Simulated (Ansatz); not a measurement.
Single points on Ti2O5H2.

```yaml
crystal:
  periodic: [false, false, false]
  atoms:
    - {symbol: Ti, position_ang: [0.203150, -0.823303, 0.049602]}
    - {symbol: Ti, position_ang: [-0.277689, 1.650800, -0.239137]}
    - {symbol: O, position_ang: [-1.373577, 1.019463, 1.143116]}
    - {symbol: O, position_ang: [-1.116308, -0.356131, 1.314505]}
    - {symbol: O, position_ang: [-0.625072, 0.184964, -1.249163]}
    - {symbol: O, position_ang: [1.143281, 0.720727, 0.397637]}
    - {symbol: O, position_ang: [0.808053, -2.509586, -0.051772]}
    - {symbol: H, position_ang: [1.399090, -3.153879, -0.474358]}
    - {symbol: H, position_ang: [-0.160929, 3.266944, -0.890431]}
basis:
  gaussian: {orbitals: def2-SVP, initial_orbitals: start.molden}
correlation: {method: ccsd_t}
scf: {omitted_lower_state_checks: [starts]}
output: {orbitals: {seedname: orbitals}}
```

The file start.molden holds the orbitals of an earlier run on this structure, at another level or in another basis.

```sh
$ ansatz run in.yaml --threads 4 --pin off --events-out ev --progress --plain --max-ram 4787MiB
```

Output, abridged:

```
Functional definition: HF
1443 factors; integrals over basis functions are off by at most 9.4e-4 eV
mean field evaluation 1: about -56375.0325 eV, gradient 3.2e1 eV
mean field evaluation 2: about -56377.4016 eV, gradient 3.2e0 eV
mean field evaluation 4: about -56377.8777 eV, gradient 1.7e0 eV
mean field evaluation 8: about -56377.8837 eV, gradient 2.5e-4 eV
mean field -56377.88371806 eV, -2071.8490123366 hartree, gradient 3.4e-6 eV, S^2 0.000000; 0 other end points of the search recorded, 0 dependent functions left out
15 core orbitals not correlated: weight in the atoms' cores, before any rotation towards them, 1.000 or more for the frozen orbitals, at most 0.000 for the correlated occupied ones
reference -56377.88371806 eV, -2071.8490123366 hartree; 28, 28 occupied and 99, 99 virtual orbitals, 1443 factors
second order -43.49780675 eV of doubles, -0.00000000 eV of singles
cycle   1  -39.58351941 eV  change     3.9e0 eV  update   4.2e-1
cycle   2  -42.23971317 eV  change    -2.7e0 eV  update   3.2e-1
cycle   3  -42.65079051 eV  change   -4.1e-1 eV  update   9.2e-2
cycle   4  -42.70574759 eV  change   -5.5e-2 eV  update   4.1e-2
cycle   5  -42.66525367 eV  change    4.0e-2 eV  update   1.9e-2
cycle   6  -42.65460578 eV  change    1.1e-2 eV  update   9.3e-3
cycle   7  -42.66456573 eV  change   -1.0e-2 eV  update   5.4e-3
cycle   8  -42.66518131 eV  change   -6.2e-4 eV  update   2.6e-3
cycle   9  -42.66453685 eV  change    6.4e-4 eV  update   1.2e-3
cycle  10  -42.66617956 eV  change   -1.6e-3 eV  update   6.0e-4
cycle  11  -42.66640332 eV  change   -2.2e-4 eV  update   3.2e-4
cycle  12  -42.66566340 eV  change    7.4e-4 eV  update   1.8e-4
cycle  13  -42.66574732 eV  change   -8.4e-5 eV  update   1.0e-4
cycle  14  -42.66569769 eV  change    5.0e-5 eV  update   4.6e-5
cycle  15  -42.66561602 eV  change    8.2e-5 eV  update   2.5e-5
cycle  16  -42.66561299 eV  change    3.0e-6 eV  update   1.3e-5
perturbative correction -2.61732243 eV, -0.0961848251 hartree
Total energy: -56423.16665348 eV, -2073.5131295193 hartree
Checks for a lower state left out: starts
```

Run time 57 s (4 threads of Arm Neoverse V2 on a shared host), peak host memory 1.3 GiB.

First input, but with `gaussian: {orbitals: def2-TZVP, initial_orbitals: start.molden}`, `hamiltonian: {xc: pbe, dispersion: d4}`, `output: {forces: true, orbitals: {seedname: orbitals}}` and without the key `correlation` (abridged; 5 s):

```
Functional definition: PBE
mean field -56486.94341887 eV, -2075.8568824179 hartree, gradient 1.7e-5 eV, S^2 0.000000
Total energy: -56487.19799431 eV, -2075.8662378930 hartree
Atom 0 force    -0.097671     0.301251     0.006961 eV/Å
Atom 1 force    -0.005171     0.274636    -0.084328 eV/Å
Atom 2 force    -0.225999     0.244539     0.163311 eV/Å
Atom 3 force    -0.079248    -0.255805     0.167889 eV/Å
Atom 4 force    -0.132981    -0.116193    -0.312589 eV/Å
Atom 5 force     0.336502     0.025861     0.124105 eV/Å
Atom 6 force     0.340322    -0.639097    -0.156685 eV/Å
Atom 7 force    -0.136879     0.112233     0.109641 eV/Å
Atom 8 force     0.001124     0.052575    -0.018304 eV/Å
Dipole moment:     0.354091    -0.437670    -0.236736 e Å
Checks for a lower state left out: starts
```

First input, but with `gaussian: {orbitals: def2-TZVP, initial_orbitals: start.molden}`, `hamiltonian: {xc: {name: B97M-V}}` and without the key `correlation` (abridged; 16 s):

```
Functional definition: B97M-V
mean field -56493.75779703 eV, -2076.1073061964 hartree, gradient 2.2e-5 eV, S^2 0.000000
Total energy: -56493.75789619 eV, -2076.1073098406 hartree
Checks for a lower state left out: starts
```

The first input with `gaussian: {orbitals: def2-TZVP, initial_orbitals: start.molden}`, `hamiltonian: {xc: pbe0, dispersion: d4}` and without the key `correlation` (abridged; 8.5 s):

```
Functional definition: PBE0
mean field -56485.87707179 eV, -2075.8176948857 hartree, gradient 8.4e-5 eV, S^2 0.000000
Total energy: -56486.09288469 eV, -2075.8256258635 hartree
Checks for a lower state left out: starts
```

As the first input, with `gaussian: {orbitals: def2-TZVP, initial_orbitals: start.molden}`, `hamiltonian: {xc: r2scan, dispersion: d4}` and without the key `correlation` (abridged; 9 s):

```
Functional definition: r2SCAN
mean field -56502.54779816 eV, -2076.4303327801 hartree, gradient 1.4e-5 eV, S^2 0.000000
Total energy: -56502.60873618 eV, -2076.4325722107 hartree
Checks for a lower state left out: starts
```

First input, but with `gaussian: {orbitals: def2-TZVP, initial_orbitals: start.molden}`, `hamiltonian: {xc: {name: r2SCANh}, dispersion: d4}` and without the key `correlation` (abridged; 11 s):

```
Functional definition: r2SCANh
mean field -56500.58740682 eV, -2076.3582897272 hartree, gradient 1.7e-5 eV, S^2 0.000000
Total energy: -56500.65287792 eV, -2076.3606957456 hartree
Checks for a lower state left out: starts
```

Geometry: PBE-D4/def2-SVP.

Correlated methods freeze 15 core orbitals; core or outer-core shells of Ti are correlated, in sets that lack core-valence functions. The structure holds 1 bond(s) between oxygen atoms. No other spin state of charge 0 was run. Another isomer (singlet) lies 3.83 eV lower at PBE0-D4/def2-TZVP; other spin states weren't run for this one.
